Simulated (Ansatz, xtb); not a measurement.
**FGeH5SiSn: which of two structures lies lower**

We compare a, `F[SiH2][Sn][GeH3]`, a singlet, with b, a singlet given by its coordinates. Both are isolated molecules in the gas phase, relaxed with r2SCAN-D4/def2-SVP; the shapes shown needn't be the lowest conformers.

a (Å):

```xyz
9

F    -3.9226    2.0413    0.8535
Ge    0.9793    0.8120    0.3434
Si   -2.4273    1.3722    0.7874
Sn   -0.4504    3.0874    0.4540
H    -2.2173    0.6317    2.0762
H    -2.4525    0.3538   -0.3141
H     0.2327   -0.4854    0.7258
H     1.4516    0.6340   -1.1166
H     2.2498    0.8825    1.2135
```

b (Å):

```yaml
atoms:
  - { symbol: F, position_ang: [-1.9086, 0.8408, -2.8844] }
  - { symbol: Ge, position_ang: [0.4595, -0.9344, -2.0379] }
  - { symbol: Si, position_ang: [-1.7401, -0.1950, -1.5466] }
  - { symbol: Sn, position_ang: [0.3343, 0.9768, -3.9658] }
  - { symbol: H, position_ang: [-1.9215, 0.6824, -0.3549] }
  - { symbol: H, position_ang: [-2.9025, -1.1242, -1.6538] }
  - { symbol: H, position_ang: [1.3504, -0.7870, -0.7910] }
  - { symbol: H, position_ang: [0.6761, 2.1404, -2.6582] }
  - { symbol: H, position_ang: [0.4308, -2.4232, -2.4332] }
```

Close contacts (Å): F1–Si3 1.70, F1–Sn4 2.49, Ge2–Si3 2.37, Ge2–Sn4 2.72, Ge2–H7 1.54, Ge2–H9 1.54, Si3–H5 1.49, Si3–H6 1.49, Sn4–H8 1.78.

**Question.** Estimate E(b) − E(a) at the level CCSD(T)/def2-SVP + ΔMP2/def2-TZVPP.

**Answer.** Too close to call at this level: CCSD(T)/def2-SVP + ΔMP2/def2-TZVPP gives E(b) − E(a) = +0.024 eV.

How the difference moves with the method:

```csv
level,geometry,E(b) − E(a) (eV),departure from the last row (eV),"job, with rough time for the two"
r2SCAN-D4/def2-SVP,r2SCAN-D4/def2-SVP,−0.197,−0.221,"optimisation, 62 s"
HF/def2-SVP,r2SCAN-D4/def2-SVP,−0.052,−0.076,part of the CCSD(T) run
MP2/def2-SVP,r2SCAN-D4/def2-SVP,−0.152,−0.176,part of the CCSD(T) run
CCSD(T)/def2-SVP,r2SCAN-D4/def2-SVP,−0.135,−0.159,single point
CCSD(T)/def2-SVP + ΔMP2/def2-TZVPP,r2SCAN-D4/def2-SVP,+0.024,,"single point, 34 s"
```

The largest departure from CCSD(T)/def2-SVP + ΔMP2/def2-TZVPP is that of r2SCAN-D4/def2-SVP, 0.221 eV. Levels run at GFN2-xTB geometries aren't shown. The last row adds to CCSD(T) the change of the MP2 difference between the two basis sets, here +0.159 eV, a large step that makes the value less sure.

With harmonic frequencies from r2SCAN-D4/def2-SVP (ideal gas, rigid rotor, one conformer each, 298.15 K, 1 atm): on the last row, ΔE + ΔZPE = +0.013 eV. A mode under 50 cm⁻¹ makes harmonic enthalpies and free energies unreliable, so none is given.

The correlated steps freeze 19 core orbitals; the filled d shell of Ge and Sn is correlated, in a basis made for valence electrons. Atoms past krypton carry core potentials in the def2 sets and no spin–orbit term is included. Programs: Ansatz 0.2.0; the last row on 2 threads of Intel(R) Xeon(R) 6975P-C (Granite Rapids) on a shared host.
